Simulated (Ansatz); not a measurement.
Consider the ligand exchange at the Al–S bond: `[F][AlH][S][SiH3]` + H–F → `[F][AlH][F]` + `[SiH3]S`.

Calculated with Ansatz (gas phase, PBE0-D4/def2-TZVP geometries, no zero-point term in ΔE). CBS: MP2 limit from def2 TZ/QZ plus the TZ coupled-cluster correction, frozen cores. This one scheme is used for every species. Functionals use def2-TZVPP. One conformer a species, not always the lowest.

CCSD(T)/CBS gives -0.66 eV.

Task: Another level gave -0.67 eV. Which?
A. ωB97X-V/def2-TZVPP
B. HF/def2-TZVPP
C. LDA (SPW92)/def2-TZVPP
D. r2SCANh-D4/def2-TZVPP

Result: D. r2SCANh-D4 -0.67, LDA (SPW92) -0.60, HF/def2-TZVPP -0.84, ωB97X-V -0.72 eV.

Largest T1 diagnostic among the species: 0.013.

At CCSD(T), def2-SVP lies −0.12 eV from the extrapolated value and def2-TZVPP −0.04 eV. From BLYP to BHLYP (50 % exact exchange), in def2-TZVPP and without D4, ΔE moves by +0.04 eV. The D4 term adds +0.09 eV with B3LYP and +0.05 eV with PBE0; it sums over pairs of atoms, weighted by their polarisabilities, and B3LYP, whose exchange is more repulsive, gets the larger term.

B3LYP here is the variant with VWN-RPA as its local correlation; programs differ in this.
